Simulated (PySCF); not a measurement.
An unknown shows these calculated signals:

¹H NMR (600 MHz, computed): δ 10.32 (m, 1H), 8.91 (m, 1H), 1.48 (s, 9H).

¹³C{¹H} NMR (computed): δ 223.0 (C), 190.7 (CH), 157.8 (CH), 149.4 (C), 40.5 (C), 31.4 (CH3).

Theoretical values (PySCF): NMR shieldings at PBE0/pcSseg-1/GIAO, geometry: GFN2-xTB. One conformer, fast rotation and ring inversion assumed for equivalent nuclei, isolated molecule, non-relativistic Hamiltonian.

Referencing at the same level of theory: ¹H (σ = 31.72 ppm), ¹³C (σ = 186.93 ppm) vs TMS.

Problem. Which of these does the molecule contain: a heteroaromatic ring, an OH group, a tert-butyl group, a CF3 group, an amide, an aldehyde?

Solution. 
- A heteroaromatic ring: yes.
- An OH group: no.
- A tert-butyl group: yes (δC 31.4, 40.5; δH 1.48 (s)).
- A CF3 group: no.
- An amide: no.
- An aldehyde: yes (δC 190.7; δH 10.32 (m)).

The data belong to SMILES CC(C)(C)c1occ(C=O)p1, C8H11O2P; they needn't prove each group on their own.

Carbon signals by region: 2 in the far downfield region (above 160 ppm), 2 in the sp2 and nitrile region (100–160 ppm), 2 below 50 ppm. Above 160 ppm: 223.0, substituted aromatic carbon next to the ring oxygen, 190.7, aldehyde carbonyl carbon.

Splittings by ³¹P in the carbon and heteronuclear signals aren't shown, as no couplings were computed. Shifts are as computed. Against solution values, carbons near 30 ppm lie about +3 ppm off and those near 130 ppm about +5 ppm. Of 1211 compounds with measured shifts, 218 miss one by over three times the rms of a fit or turn the order of signals round; such compounds aren't used in these exercises. No couplings were computed; multiplicities are counted from neighbouring protons, with m where these are inequivalent, close in shift, in a saturated or five-membered ring or joined by F or P, and br s for small geminal =CH2 splittings.
